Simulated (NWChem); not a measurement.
Molecule: fluoroethane (C2H5F); SMILES CCF

```xyz
8

C      0.2785    -1.1818     0.0000
C     -0.5529     0.0867     0.0000
F      0.2852     1.1991     0.0000
H     -0.3706    -2.0652     0.0000
H      0.9180    -1.2222    -0.8878
H      0.9180    -1.2222     0.8878
H     -1.1927     0.1445     0.8898
H     -1.1927     0.1445    -0.8898
```
Atoms are numbered in this order, from 1.

All runs: NWChem. Pople sets run with spherical d functions. Geometry: optimised at B3LYP/6-31G* (spherical d). Ions are spin-unrestricted doublets at the neutral geometry; other ion states weren't tried. Functional: LC-ωPBE (HJS hole) with 6-31G*; rows give the range parameter ω in 1/bohr.

```json
[
 {"range parameter (1/bohr)": "0.10", "vertical ionisation energy, ΔSCF (eV)": "11.32", "−ε(HOMO) (eV)": "8.64", "ΔSCF minus −ε(HOMO) (eV)": "2.68"},
 {"range parameter (1/bohr)": "0.20", "vertical ionisation energy, ΔSCF (eV)": "11.53", "−ε(HOMO) (eV)": "9.95", "ΔSCF minus −ε(HOMO) (eV)": "1.58"},
 {"range parameter (1/bohr)": "0.30", "vertical ionisation energy, ΔSCF (eV)": "11.85", "−ε(HOMO) (eV)": "11.02", "ΔSCF minus −ε(HOMO) (eV)": "0.83"},
 {"range parameter (1/bohr)": "0.40", "vertical ionisation energy, ΔSCF (eV)": "12.19", "−ε(HOMO) (eV)": "11.85", "ΔSCF minus −ε(HOMO) (eV)": "0.34"},
 {"range parameter (1/bohr)": "0.60", "vertical ionisation energy, ΔSCF (eV)": "12.72", "−ε(HOMO) (eV)": "12.96", "ΔSCF minus −ε(HOMO) (eV)": "-0.24"}
]
```
